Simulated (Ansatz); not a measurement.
One change: `[OH][GeH]([Cl])[Cl]` becomes `[CH3][GeH]([OH])[Cl]`.

Ansatz, PBE0-D4/def2-TZVP geometries, multiplicity 1. Each molecule was computed in one conformer, which needn't be the lowest.

Scalar relativity is left out up to krypton.

| property | `[OH][GeH]([Cl])[Cl]` |
| --- | --- |
| ideal-gas entropy at 298 K and 1 bar (rigid rotor, harmonic PBE0-D4/def2-TZVP) / J/(mol·K) | 337 |
| HOMO–LUMO gap (PBE0/def2-TZVPP) / eV | 8.44 |
| LUMO energy (B3LYP/def2-TZVPP) / eV | -1.12 |
| HOMO energy (ωB97M-V/def2-TZVPP) / eV | -11.51 |
| HOMO–LUMO gap (ωB97M-V/def2-TZVPP) / eV | 12.75 |
| HOMO–LUMO gap (PBE/def2-TZVPP) / eV | 5.90 |

Give the same properties after the change, and the shifts. (Best estimate.)

The calculation gave: 
```tsv
property	`[CH3][GeH]([OH])[Cl]`	shift
ideal-gas entropy at 298 K and 1 bar (rigid rotor, harmonic PBE0-D4/def2-TZVP) / J/(mol·K)	345	8
HOMO–LUMO gap (PBE0/def2-TZVPP) / eV	8.92	0.48
LUMO energy (B3LYP/def2-TZVPP) / eV	0.04	1.16
HOMO energy (ωB97M-V/def2-TZVPP) / eV	-10.77	0.74
HOMO–LUMO gap (ωB97M-V/def2-TZVPP) / eV	12.84	0.09
HOMO–LUMO gap (PBE/def2-TZVPP) / eV	6.48	0.58
```

With PBE0 the HOMO rises by 0.71 eV and the LUMO rises by 1.18 eV, so the gap widens by about 0.47 eV. PBE moves the HOMO by 0.62 eV and ωB97M-V by 0.74 eV. The zero-point energy changes by 92.0 kJ/mol with +9 modes.

B3LYP here is the variant with VWN-RPA as its local correlation; programs differ in this.
